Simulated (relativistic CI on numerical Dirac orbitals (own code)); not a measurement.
Computed by Dirac-Coulomb-Breit CI, separate exchange-only KLI orbitals for each configuration, QED by a radiative potential, unscaled Slater integrals (own radial code, finite nucleus).

CI space (outside the closed core [Ne]): 3s2 3p6 3d10, 3s2 3p6 3d9 4s, 3s2 3p6 3d9 4p, 3s2 3p6 3d9 4d, 3s2 3p6 3d9 4f, 3s2 3p6 3d8 4s2, 3s2 3p5 3d10 4s, 3s2 3p6 3d8 4s 4p, 3s2 3p5 3d10 4p, 3s2 3p6 3d9 5s, 3s2 3p6 3d8 4p2, 3s2 3p6 3d9 5p, 3s2 3p6 3d8 4s 4d, 3s2 3p6 3d9 5d, 3s2 3p6 3d8 4p 4d, 3s2 3p5 3d10 4d, 3s 3p6 3d10 4s, 3s2 3p6 3d9 5f, 3s2 3p5 3d9 4s2, 3s2 3p6 3d9 5g, 3s2 3p6 3d8 4d2, 3s2 3p6 3d9 6s, 3s 3p6 3d10 4p, 3s2 3p5 3d9 4s 4p, 3s2 3p6 3d9 6p, 3s2 3p5 3d10 4f, 3s2 3p6 3d9 6d, 3s2 3p5 3d9 4p2, 3s2 3p5 3d9 4s 4d, 3s 3p6 3d9 4s2, 3s 3p6 3d10 4d, 3s2 3p5 3d10 5s, 3s2 3p5 3d9 4p 4d, 3s2 3p5 3d10 5p, 3s 3p6 3d9 4s 4p, 3s2 3p4 3d10 4s2. Levels of other configurations are missing.

At this charge energies of transitions that change n are usually good to better than 1 %, and those within a shell (Δn = 0) to a few per cent.

Outline of the computed level scheme of In XXII. Lowest level of each configuration: 3s2 3p6 3d10 1S_0 at 0.000 eV; 3s2 3p6 3d9 4s 3D_3 at 411.934 eV; 3s2 3p6 3d9 4p 3P°_2 at 454.727 eV; 3s2 3p6 3d9 4d 3S_1 at 532.741 eV; 3s2 3p6 3d9 4f 3P°_0 at 608.256 eV.

Some strong electric-dipole decays among the lowest 45 levels: 3s2 3p6 3d9 4p 1P°_1 → 3s2 3p6 3d10 1S_0 (1.4e+12 s⁻¹); 3s2 3p6 3d9 4p 3D°_1 → 3s2 3p6 3d10 1S_0 (2.2e+11 s⁻¹); 3s2 3p6 3d9 4d 3G_4 → 3s2 3p6 3d9 4p 3F°_3 (1.0e+11 s⁻¹); 3s2 3p6 3d9 4f 3H°_5 → 3s2 3p6 3d9 4d 3G_4 (9.0e+10 s⁻¹); 3s2 3p6 3d9 4f 3H°_6 → 3s2 3p6 3d9 4d 3G_5 (8.8e+10 s⁻¹); 3s2 3p6 3d9 4d 3G_3 → 3s2 3p6 3d9 4p 3F°_2 (8.7e+10 s⁻¹); 3s2 3p6 3d9 4d 3G_4 → 3s2 3p6 3d9 4p 3F°_3 (8.7e+10 s⁻¹); 3s2 3p6 3d9 4d 3G_5 → 3s2 3p6 3d9 4p 3F°_4 (8.6e+10 s⁻¹).

LS names give the leading component of a level, which can be under half, so a name can repeat, a term be missing and a line seem to break the LS rules.
